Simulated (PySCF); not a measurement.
## Cl³⁺ (chlorine, charge +3) across methods

[Ne] 3s2 3p2, high-spin 3P determinant. Calculation: PySCF 2.14, in aug-cc-pCVQZ-DK (10s9p7d5f3g, 134 functions); the spin-free X2C one-electron Hamiltonian (Gaussian nucleus).

| method | E (hartree) | mean ε 3s α (eV) | mean ε 3s β (eV) | mean ε 3p α (eV) | Σ⟨r²⟩ (bohr²) | ⟨S²⟩ |
| --- | --- | --- | --- | --- | --- | --- |
| M06-2X | -458.7772 | -64.446 | -60.270 | -49.577 | 11.47 | 2.003 |
| PBE0 | -458.6223 | -62.585 | -58.605 | -48.159 | 11.46 | 2.004 |
| LDA | -457.2488 | -59.886 | -57.204 | -46.157 | 11.47 | 2.001 |
| BP86 | -458.8133 | -60.023 | -57.214 | -46.298 | 11.43 | 2.003 |
| r2SCAN | -458.7331 | -60.919 | -57.150 | -46.885 | 11.47 | 2.006 |
| PBE | -458.5905 | -59.972 | -56.995 | -46.272 | 11.46 | 2.003 |
| UHF | -458.20585 | -69.541 | -61.895 | -53.024 | 11.55 | 2.010 |
| CAM-B3LYP | -458.7901 | -64.047 | -60.341 | -49.554 | 11.48 | 2.003 |
